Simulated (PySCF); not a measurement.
**Two-component Hartree-Fock for Hf³⁺ (hafnium, charge +3)**

Start: [Xe] 4f14 5d1; 5d5/2 filled at m_j = +5/2. Calculated with PySCF 2.14 in x2c-SVPall-2c (7s9p9d2f, 93 functions): generalised Hartree-Fock with the X2C-1e Hamiltonian and a Gaussian nucleus; one run each with spin-orbit coupling (SO) screened by Boettger's factors, then bare. This is a chosen level, not necessarily the ground level.

```tsv
spinor shell	electrons	ε, screened SO (eV)	ε, bare SO (eV)	weight of nominal j (bare SO)	rms radius, bare SO (bohr)
1s1/2	2	-65698.4	-65697.2	1.000	0.0215
2s1/2	2	-11394.3	-11393.9	1.000	0.0869
2p1/2	2	-10864.6	-10893.2	1.000	0.0738
2p3/2	4	-9666.5	-9656.9	1.000	0.0812
3s1/2	2	-2677.3	-2677.2	1.000	0.222
3p1/2	2	-2442.4	-2448.6	1.000	0.213
3p3/2	4	-2181.1	-2179.0	1.000	0.229
3d3/2	4	-1787.5	-1793.1	1.000	0.202
3d5/2	6	-1731.1	-1727.5	1.000	0.207
4s1/2	2	-592.46	-592.45	1.000	0.498
4p1/2	2	-494.74	-496.20	1.000	0.508
4p3/2	4	-434.49	-434.02	1.000	0.541
4d3/2	4	-273.35	-274.50	1.000	0.569
4d5/2	6	-262.12	-261.43	1.000	0.584
5s1/2	2	-107.92	-107.93	1.000	1.22
5p1/2	2	-75.968	-76.157	0.996	1.42
5p3/2	4	-68.795	-68.748	0.997	1.45
4f5/2	6	-60.224	-60.871	0.998	0.736
4f7/2	8	-58.601	-58.140	0.999	0.745
5d5/2	1	-32.086	-32.045	1.000	2.18
```

| quantity | screened SO | bare SO |
| --- | --- | --- |
| E (hartree) | -15080.47590 | -15081.51993 |
| M_J | 5/2 | 5/2 |
| ⟨J²⟩ | 8.753 | 8.753 |
| ⟨L²⟩ | 6.089 | 6.097 |
| ⟨S²⟩ | 0.838 | 0.846 |

Each row is a mean over spinors that exchange with the open shell spreads, by up to 3.331 eV (5p3/2).

Breit and QED terms are absent; they matter most for the inner s and p1/2 levels.

Densities and radii are taken from the X2C orbitals without a picture-change correction, which distorts them close to the nucleus.
